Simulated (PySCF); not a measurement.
Species: CH13NOSi4.
Geometry (PBE0-D3(BJ)/def2-SVP, Å), atoms numbered from 1 in this order:
```xyz
20
CH13NOSi4 angstrom
C     -0.9073    1.8662   -0.0882
N     -0.8313    0.9304   -1.1886
Si    -0.7420   -0.7928   -0.9438
Si    -2.6319   -1.7453    0.1000
Si     1.1524   -1.2924    0.3584
Si     2.8486    0.2508   -0.1079
O      2.3813    1.6719    0.6525
H     -0.7511    2.8956   -0.4487
H     -0.0953    1.6690    0.6299
H     -1.8681    1.8491    0.4641
H     -1.3510    1.2269   -2.0086
H     -0.5740   -1.4174   -2.2949
H     -3.8787   -1.5451   -0.7074
H     -2.4378   -3.2159    0.3106
H     -2.8455   -1.1096    1.4394
H      1.6199   -2.6767    0.0219
H      0.8464   -1.2583    1.8248
H      4.1802   -0.2138    0.4017
H      2.9958    0.4467   -1.5869
H      2.8387    2.4736    0.3822
```

The closed-shell ground state was solved at several levels (PySCF, density fitting, gas phase, non-relativistic).

```tsv
level	basis functions	HOMO (eV)	LUMO (eV)	gap (eV)	dipole (D)
PBE0/pcSseg-1	212	-6.43	-0.56	5.87	2.36
mPW1PW91/pcSseg-1	212	-6.46	-0.54	5.92	2.33
```

Question: Estimate the row for CAM-B3LYP/def2-SVPD, a basis of 263 functions; the other rows only guide the guess.

Answer: HOMO -7.71 eV, LUMO 0.35 eV, gap 8.06 eV, dipole 2.10 D.

Question: Over all these levels, which gives the widest orbital gap and which the narrowest?

Answer: CAM-B3LYP/def2-SVPD (range-separated hybrid) has the widest, 8.06 eV, and PBE0/pcSseg-1 (global hybrid, 25 % exact exchange) the narrowest, 5.87 eV. Functional and basis both differ between the two, so the spread mixes both effects.

Question: How far do the dipole and the HOMO energy spread over the levels?

Answer: The dipole runs from 2.10 to 2.36 D (mean 2.26 D) and the HOMO from -7.71 to -6.43 eV.

One conformer stands for the species.
